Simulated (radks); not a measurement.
The chlorine ion Cl2+ inside a hard spherical wall (all orbitals vanish at R), configuration held at [Ne] 3s2 3p3 and not refilled when levels cross. All-electron calculation, non-relativistic Kohn-Sham, PBEsol, spin-polarised, spherical densities, point nucleus; open shells are filled with parallel spins first. Program: a radial shooting solver on a logarithmic mesh with Libxc functionals. Eigenvalues in eV for spin up, with the zero of energy where the potential of the charges vanishes at infinity; a dash marks a level that is unbound or too diffuse for the functional's potential to be trusted. A positive occupied level is held by the wall or, in an anion where self-interaction has pushed it up, behind a barrier. The pressure on the wall is -dE/dV.

[
 {"R (bohr)": "free", "E (hartree)": "-457.93623", "kinetic (hartree)": "457.369", "e(2s)": "-278.24", "e(2p)": "-219.32", "e(3s)": "-46.085", "e(3p)": "-33.019", "e(3d, empty)": "-15.008", "e(4s, empty)": "-12.679", "pressure (GPa)": "0"},
 {"R (bohr)": "15", "E (hartree)": "-457.93623", "kinetic (hartree)": "457.369", "e(2s)": "-278.24", "e(2p)": "-219.32", "e(3s)": "-46.085", "e(3p)": "-33.019", "e(3d, empty)": "-15.008", "e(4s, empty)": "-12.679", "pressure (GPa)": "< 0.0001"},
 {"R (bohr)": "12", "E (hartree)": "-457.93623", "kinetic (hartree)": "457.369", "e(2s)": "-278.24", "e(2p)": "-219.32", "e(3s)": "-46.085", "e(3p)": "-33.019", "e(3d, empty)": "-15.008", "e(4s, empty)": "-12.678", "pressure (GPa)": "< 0.0001"},
 {"R (bohr)": "10", "E (hartree)": "-457.93623", "kinetic (hartree)": "457.369", "e(2s)": "-278.24", "e(2p)": "-219.32", "e(3s)": "-46.085", "e(3p)": "-33.019", "e(3d, empty)": "-15.008", "e(4s, empty)": "-12.674", "pressure (GPa)": "< 0.0001"},
 {"R (bohr)": "8", "E (hartree)": "-457.93623", "kinetic (hartree)": "457.369", "e(2s)": "-278.24", "e(2p)": "-219.32", "e(3s)": "-46.085", "e(3p)": "-33.019", "e(3d, empty)": "-15.005", "e(4s, empty)": "-12.600", "pressure (GPa)": "< 0.0001"},
 {"R (bohr)": "6", "E (hartree)": "-457.93608", "kinetic (hartree)": "457.371", "e(2s)": "-278.23", "e(2p)": "-219.31", "e(3s)": "-46.079", "e(3p)": "-33.011", "e(3d, empty)": "-14.934", "e(4s, empty)": "-11.706", "pressure (GPa)": "0.0269"},
 {"R (bohr)": "5", "E (hartree)": "-457.93405", "kinetic (hartree)": "457.395", "e(2s)": "-278.13", "e(2p)": "-219.21", "e(3s)": "-46.019", "e(3p)": "-32.942", "e(3d, empty)": "-14.654", "e(4s, empty)": "-9.496", "pressure (GPa)": "0.535"},
 {"R (bohr)": "4", "E (hartree)": "-457.90804", "kinetic (hartree)": "457.621", "e(2s)": "-277.38", "e(2p)": "-218.45", "e(3s)": "-45.524", "e(3p)": "-32.346", "e(3d, empty)": "-13.356", "e(4s, empty)": "-2.258", "pressure (GPa)": "10.3"},
 {"R (bohr)": "3.5", "E (hartree)": "-457.83904", "kinetic (hartree)": "458.101", "e(2s)": "-275.96", "e(2p)": "-217.02", "e(3s)": "-44.559", "e(3p)": "-31.168", "e(3d, empty)": "-11.432", "e(4s, empty)": "6.632", "pressure (GPa)": "45.5"},
 {"R (bohr)": "2", "E (hartree)": "-454.26211", "kinetic (hartree)": "471.864", "e(2s)": "-250.45", "e(2p)": "-190.93", "e(3s)": "-15.914", "e(3p)": "1.061", "e(3d, empty)": "23.331", "e(4s, empty)": "145.56", "pressure (GPa)": "5330"},
 {"R (bohr)": "1.5", "E (hartree)": "-444.54993", "kinetic (hartree)": "498.909", "e(2s)": "-219.82", "e(2p)": "-158.95", "e(3s)": "50.229", "e(3p)": "67.633", "e(3d, empty)": "77.956", "e(4s, empty)": "368.48", "pressure (GPa)": "38200"}
]
